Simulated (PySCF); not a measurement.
CH8FNOSi2, SMILES N[SiH2][Si@@H](O)CF. Atoms are numbered in the order given.

```xyz
14

N      2.3355    -0.4867    -1.5429
Si     0.8692    -1.0200    -0.7690
Si    -0.1216     0.6578     0.5396
O     -0.0366     2.0684    -0.3714
C     -1.9281     0.1754     0.9096
F     -1.8903    -1.1193     1.4084
H      2.3203     0.4192    -2.0015
H      3.2035    -0.6003    -1.0309
H     -0.1366    -1.4400    -1.7968
H      1.2137    -2.2017     0.0777
H      0.5703     0.8618     1.8575
H     -0.1454     2.8959     0.1061
H     -2.4262     0.8275     1.6489
H     -2.5397     0.1889    -0.0101
```
Charge 0, spin multiplicity 1.

Coordinates come from a PBE0-D3(BJ)/def2-SVP optimisation. The structure was generated by enumeration; whether it is a known compound was not checked. One conformer was computed; it need not be the lowest.

All values below come from HF/pcSseg-1 in PySCF.

GIAO shieldings, no solvent; atoms listed in one row are averaged. δ = σ(ref) − σ: ¹⁵N against NH3 (σ = 267.3 ppm); ²⁹Si against TMS (σ = 393.8 ppm); ¹⁷O against H2O (σ = 333.0 ppm); ¹³C against TMS (σ = 192.6 ppm); ¹⁹F against CFCl3 (σ = 238.5 ppm); ¹H against TMS (σ = 31.99 ppm), references at their B3LYP-D3(BJ)/def2-TZVP geometries, non-relativistic.

```tsv
nucleus	atoms	count	δ (ppm)
¹⁵N	N1	1	-13.0
²⁹Si	Si3	1	-13.1
²⁹Si	Si2	1	-45.3
¹⁷O	O4	1	-3.9
¹³C	C5	1	69.8
¹⁹F	F6	1	-268.9
¹H	H11	1	4.84
¹H	H9	1	4.77
¹H	H13	1	4.64
¹H	H10	1	4.62
¹H	H14	1	4.50
¹H	H12	1	1.46
¹H	H7	1	0.34
¹H	H8	1	0.20
```
